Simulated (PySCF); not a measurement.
## Steps of a relaxation of [Bi(SH)4]+

[Bi(SH)4]+ (singlet). PySCF 2.14.0, RKS B3LYP, Bi def2-SVP with ECP60, S def2-SVP, H def2-SVP; non-relativistic Hamiltonian with scalar-relativistic core potentials where named; density fitting; no spin-orbit coupling. Origin of the start: template. Columns: position (Å) and force (eV/Å). Energies are counted from the last step; some of the 46 steps are shown. Forces carry noise of the integration grid, about 0.01 to 0.03 eV/Å.

Run from Python with OMP_NUM_THREADS=2. Where DIIS fails, smearing, a level shift and second-order steps follow.
It took 3 min on 2 threads of Intel(R) Xeon(R) 6975P-C (Granite Rapids) (shared host), from the converged density of the start.

```xyz
9
step 0  E = 2.307 eV
Bi   -0.0090   -0.2478    0.0000     0.61    1.27   -0.22
S    -0.0090   -0.2478    2.5650    -0.15   -1.90    1.25
H    -0.0090    1.0522    2.8950    -0.13    0.67   -0.56
S    -0.0090   -0.2478   -2.5650    -0.14   -0.47   -0.37
H    -0.0090   -1.5478   -2.8950     0.01   -0.45   -0.30
S     2.2420    0.9819    0.0000    -0.24    1.23   -0.05
H     3.1549   -0.0007    0.0000    -0.07   -0.68    0.06
S    -2.2069    1.0745    0.0000    -0.20   -0.08    0.40
H    -1.8195    2.3585    0.0000     0.31    0.41   -0.21
```

```xyz
9
step 15  E = 0.030 eV
Bi    0.0154    0.3791   -0.0842    -0.01   -0.04    0.03
S    -0.1297   -1.3591    1.7421     0.00   -0.03   -0.09
H    -0.0937   -0.4284    2.7276     0.00    0.05    0.06
S    -0.0187   -0.9237   -2.2518     0.04    0.02    0.02
H    -0.1754   -2.1075   -1.6034    -0.02   -0.02   -0.01
S     2.0526    1.8623    0.0632     0.09   -0.09   -0.02
H     2.9120    0.8462   -0.2359    -0.07    0.10    0.00
S    -1.9296    1.9605    0.1695    -0.05   -0.02    0.04
H    -1.3072    2.9459   -0.5270     0.01    0.04   -0.03
```

```xyz
9
step 30  E = 0.004 eV
Bi    0.1364    0.3582    0.0027     0.02    0.01    0.02
S    -0.0381   -1.3550    1.8482    -0.02    0.06    0.04
H    -0.5089   -0.4426    2.7435     0.02   -0.06   -0.04
S     0.2940   -0.9521   -2.1484     0.01    0.00    0.00
H    -0.4506   -1.9762   -1.6542    -0.01    0.00   -0.01
S     2.1673    1.8575    0.0848    -0.06    0.04    0.01
H     2.9276    0.9795   -0.6164     0.04   -0.05   -0.02
S    -1.8710    1.8659    0.2606     0.00    0.01   -0.02
H    -1.3310    2.8401   -0.5207    -0.01   -0.02    0.02
```

Where does the relaxation end?

It converges at step 45 in C1:
```xyz
9
step 45  E = 0
Bi    0.1507    0.3588   -0.0092
S     0.0306   -1.3355    1.8577
H    -0.5056   -0.4430    2.7306
S     0.2906   -0.9645   -2.1537
H    -0.5400   -1.9358   -1.6875
S     2.1511    1.8951    0.0171
H     2.9809    0.9420   -0.4837
S    -1.8722    1.8421    0.2637
H    -1.3604    2.8161   -0.5352
```

How did the contacts change?


```json
{"contact": "Bi1–S2 (SH)", "start (Å)": "2.565", "end (Å)": "2.524"}
{"contact": "Bi1–S4 (SH)", "start (Å)": "2.565", "end (Å)": "2.524"}
{"contact": "Bi1–S6 (SH)", "start (Å)": "2.565", "end (Å)": "2.522"}
{"contact": "Bi1–S8 (SH)", "start (Å)": "2.565", "end (Å)": "2.523"}
```
